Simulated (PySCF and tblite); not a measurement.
Results of a calculation; reference values are marked as such.
System: C₃H₈GeS, numbered as in [CH2:1]1[CH2:2][GeH2:3][CH2:4][S:5]1.

For the inversion of the 5-membered ring (1–2–3–4–5): electronic barrier 3.22 kcal/mol, zero-point change -0.19 kcal/mol, thermal and entropy terms at 298.15 K a further 0.30 kcal/mol (symmetry numbers apart). The minimum is C1, the saddle C1. The path came from a restrained scan, a climbing-image band and a saddle search at GFN2-xTB; energies are PBE0/pcSseg-1 + D3(BJ)//GFN2-xTB, thermal terms GFN2-xTB. Rate constants are transition-state-theory values, counting equivalent paths, without tunnelling. Run with tblite and PySCF.

Task: How many equivalent paths lead out of the minimum?

Result: 2: the symmetry number of the minimum is 1, that of the saddle displaced along its mode 1, and since the end is the start again or its mirror image, the same path run backwards is a second way out.

Task: Work out the rate at 298.15 K.

Result: ΔG‡ = 3.33 kcal/mol; k_B T/h = 6.2×10¹² s⁻¹; exp(−ΔG‡/RT) = 0.0036; times 2 gives k = 4.5×10¹⁰ s⁻¹. Wigner's tunnelling factor for the 90i cm⁻¹ mode would be 1.01.

Spin–orbit effects of heavy atoms on shieldings are missing.
